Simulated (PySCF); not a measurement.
# [WO(OH)3]+ at several levels of theory

Computed with PySCF 2.14.0 (density fitting, no spin-orbit coupling) at the geometry relaxed with PBE:

```xyz
8
[WO(OH)3]+ (singlet)
W    -0.2849    0.0000    0.2187
O     0.6209    0.0000    1.6464
O     0.1383    1.5062   -0.7446
H     0.6931    2.3148   -0.7224
O    -2.0695    0.0000    0.6579
H    -2.6780    0.0000    1.4273
O     0.1383   -1.5062   -0.7446
H     0.6931   -2.3148   -0.7224
```

```tsv
level	basis	state	HOMO (eV)	gap (eV)	charge on W1 (e)	dipole about the centre of mass (D)	largest force component (eV/Å)
PBE	W def2-SVP with ECP60, O def2-SVP, H def2-SVP	singlet	-13.94	5.52	1.26	0.24	0.01
PBE	W def2-TZVP with ECP60, O def2-TZVP, H def2-TZVP	singlet	-14.01	5.59	1.58	0.32	0.23
PBE	W x2c-SVPall, O x2c-SVPall, H x2c-SVPall	singlet	-14.05	5.32	1.19	0.20	0.84
```

Charges are Mulliken's, which hang on the basis. The relaxation used the grid (50, 194), these runs (75, 302) or, all-electron (x2c bases, spin-free X2C Hamiltonian), (99, 590).

Order these levels, in the first row's basis, by the HOMO–LUMO gap they give here, smallest first.
A. HF
B. BLYP
C. TPSS
D. TPSSh

B (5.50 eV), C (5.68 eV), D (6.63 eV), A (15.90 eV).

And their other results?


| level | state | HOMO (eV) | gap (eV) | charge on W1 (e) | dipole about the centre of mass (D) | largest force component (eV/Å) |
| --- | --- | --- | --- | --- | --- | --- |
| TPSSh | singlet | -14.74 | 6.63 | 1.45 | 0.24 | 0.50 |
| BLYP | singlet | -13.78 | 5.50 | 1.25 | 0.27 | 0.54 |
| TPSS | singlet | -14.05 | 5.68 | 1.38 | 0.26 | 0.09 |
| HF | singlet | -20.14 | 15.90 | 2.04 | 0.30 | 3.39 |

In the first row's basis the gap widens with exact exchange: 5.5 to 5.7 eV for BLYP, PBE, TPSS (none); 6.6 eV for TPSSh (a fixed share); 15.9 eV for Hartree–Fock (rising or full at long range).
